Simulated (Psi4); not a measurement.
trifluoromethane (CHF3), singlet, geometry from GFN2-xTB; TPSS/STO-3G (Psi4).

Input for Psi4:
```
memory 2 GB

molecule {
0 1
C     0.00184574    0.00147866    0.33702587
H     0.00789083    0.00632154    1.44084271
F     0.02727377    1.24268325   -0.13386700
F     1.06198689   -0.64643979   -0.13124532
F    -1.09136790   -0.59793163   -0.11966522
symmetry c1
no_reorient
no_com
}

set {
  basis sto-3g
}

energy('tpss')
print_variables()
```

### Question
Write the output that Psi4 gives for this input, abridged.

### Answer

```
   => Loading Basis Set <=

    Name: STO-3G
    Role: ORBITAL
    Keyword: BASIS

         ---------------------------------------------------------
                                   SCF
               by Justin Turney, Rob Parrish, Andy Simmonett
                          and Daniel G. A. Smith
                              RKS Reference
         ---------------------------------------------------------

  ==> Geometry <==

    Molecular point group: c1
    Full point group: C1

    Geometry (in Angstrom), charge = 0, multiplicity = 1:

       Center              X                  Y                   Z               Mass
    ------------   -----------------  -----------------  -----------------  -----------------
         C            0.001845740000     0.001478660000     0.337025870000    12.000000000000
         H            0.007890830000     0.006321540000     1.440842710000     1.007825032230
         F            0.027273770000     1.242683250000    -0.133867000000    18.998403162730
         F            1.061986890000    -0.646439790000    -0.131245320000    18.998403162730
         F           -1.091367900000    -0.597931630000    -0.119665220000    18.998403162730

  Running in c1 symmetry.

  Rotational constants: A =      0.34784  B =      0.34784  C =      0.19126 [cm^-1]
  Rotational constants: A =  10427.93795  B =  10427.93786  C =   5733.71412 [MHz]
  Nuclear repulsion =  134.277053210732788

  Charge       = 0
  Multiplicity = 1
  Electrons    = 34
  Nalpha       = 17
  Nbeta        = 17

  ==> Algorithm <==

  SCF Algorithm Type is DF.
  DIIS enabled.
  MOM disabled.
  Fractional occupation disabled.
  Guess Type is SAD.
  Energy threshold   = 1.00e-06
  Density threshold  = 1.00e-06
  Integral threshold = 1.00e-12

  ==> Primary Basis <==

  Basis Set: STO-3G
    Blend: STO-3G
    Number of shells: 13
    Number of basis functions: 21
    Number of Cartesian functions: 21
    Spherical Harmonics?: true
    Max angular momentum: 1

  ==> DFT Potential <==

   => LibXC <=

    Version 7.1.2
    S. Lehtola, C. Steigemann, M. J. T. Oliveira, and M. A. L. Marques,  SoftwareX 7, 1–5 (2018) (10.1016/j.softx.2017.11.002)

   => Composite Functional: TPSS <=

    TPSS Meta-GGA XC Functional

    J. Tao, et al., Phys. Rev. Lett., 91, 146401, 2003

    Deriv               =              1
    GGA                 =           TRUE
    Meta                =           TRUE

    Exchange Hybrid     =          FALSE
    MP2 Hybrid          =          FALSE

   => Exchange Functionals <=

    1.0000   XC_MGGA_X_TPSS

   => Correlation Functionals <=

    1.0000   XC_MGGA_C_TPSS

   => LibXC Density Thresholds  <==

    XC_MGGA_C_TPSS:  1.00E-15
    XC_MGGA_X_TPSS:  1.00E-15

   => Molecular Quadrature <=

    Radial Scheme          =       TREUTLER
    Pruning Scheme         =           NONE
    Nuclear Scheme         =       TREUTLER

    Blocking Scheme        =         OCTREE
    BS radius alpha        =              1
    Pruning alpha          =              1
    Radial Points          =             75
    Spherical Points       =            302
    Total Points           =         107776
    Total Blocks           =            872
    Max Points             =            256
    Max Functions          =             20
    Weights Tolerance      =       1.00E-15

   => Loading Basis Set <=

    Name: (STO-3G AUX)
    Role: JKFIT
    Keyword: DF_BASIS_SCF

  ==> Integral Setup <==

  SCF_SUBTYPE=INCORE selected. In-core MEM_DF algorithm will be used.
  Using in-core AOs.

  ==> MemDFJK: Density-Fitted J/K Matrices <==

    J tasked:                   Yes
    K tasked:                    No
    wK tasked:                   No
    Algorithm:                 Core
    Schwarz Cutoff:           1E-12
    Mask sparsity (%):       1.3605
    Fitting Condition:        1E-10

   => Auxiliary Basis Set <=

  Basis Set: (STO-3G AUX)
    Blend: DEF2-UNIVERSAL-JKFIT
    Number of shells: 106
    Number of basis functions: 324
    Number of Cartesian functions: 388
    Spherical Harmonics?: true
    Max angular momentum: 4

  Minimum eigenvalue in the overlap matrix is 2.7163088134E-01.
  Reciprocal condition number of the overlap matrix is 1.4039568273E-01.
    Using symmetric orthogonalization.

  ==> Pre-Iterations <==

  SCF Guess: Superposition of Atomic Densities via on-the-fly atomic UHF (no occupation information).

   -------------------------
    Irrep   Nso     Nmo
   -------------------------
     A         21      21
   -------------------------
    Total      21      21
   -------------------------

  ==> Iterations <==

                           Total Energy        Delta E     RMS |[F,P]|

   @DF-RKS iter SAD:  -332.60885761648694   -3.32609e+02   0.00000e+00
   @DF-RKS iter   1:  -333.37488976538111   -7.66032e-01   1.52923e-02 DIIS/ADIIS
   @DF-RKS iter   2:  -333.34961832639084    2.52714e-02   1.90008e-02 DIIS/ADIIS
   @DF-RKS iter   3:  -333.43973138558403   -9.01131e-02   4.70914e-04 DIIS/ADIIS
   @DF-RKS iter   4:  -333.43982169106118   -9.03055e-05   5.85447e-05 DIIS
   @DF-RKS iter   5:  -333.43982312012668   -1.42907e-06   1.61648e-06 DIIS
   @DF-RKS iter   6:  -333.43982312098120   -8.54527e-10   5.44129e-08 DIIS
  Energy and wave function converged.

  ==> Post-Iterations <==

   Electrons on quadrature grid:
      Ntotal   =   34.0000029425 ; deviation = 2.943e-06

    Orbital Energies [Eh]
    ---------------------

    Doubly Occupied:

[...]
    Virtual:

[...]
      21A      0.394413

    Final Occupation by Irrep:
              A
    DOCC [    17 ]
    NA   [    17 ]
    NB   [    17 ]

  @DF-RKS Final Energy:  -333.43982312098120

   => Energetics <=

    Nuclear Repulsion Energy =            134.2770532107327881
    One-Electron Energy =                -733.2000641820926603
    Two-Electron Energy =                 303.0235366132192212
    DFT Exchange-Correlation Energy =     -37.5403487628405443
    Empirical Dispersion Energy =           0.0000000000000000
    VV10 Nonlocal Energy =                  0.0000000000000000
    Total Energy =                       -333.4398231209812025

Computation Completed

Properties will be evaluated at   0.000000,   0.000000,   0.000000 [a0]

Properties computed using the SCF density matrix

 Multipole Moments:

 ------------------------------------------------------------------------------------
     Multipole            Electronic (a.u.)      Nuclear  (a.u.)        Total (a.u.)
 ------------------------------------------------------------------------------------

 L = 1.  Multiply by 2.5417464519 to convert [e a0] to [Debye]
 Dipole X            :          0.0013263            0.0000002            0.0013265
 Dipole Y            :          0.0010332           -0.0000001            0.0010331
 Dipole Z            :          0.2410075            0.0000001            0.2410076
 Magnitude           :                                                    0.2410135

 ------------------------------------------------------------------------------------

  Variable Map:
  ----------------------------------------------------------------------------
[...]
  Array Variable Map:
  ----------------------------------------------------------------------------
[...]
[...]
```
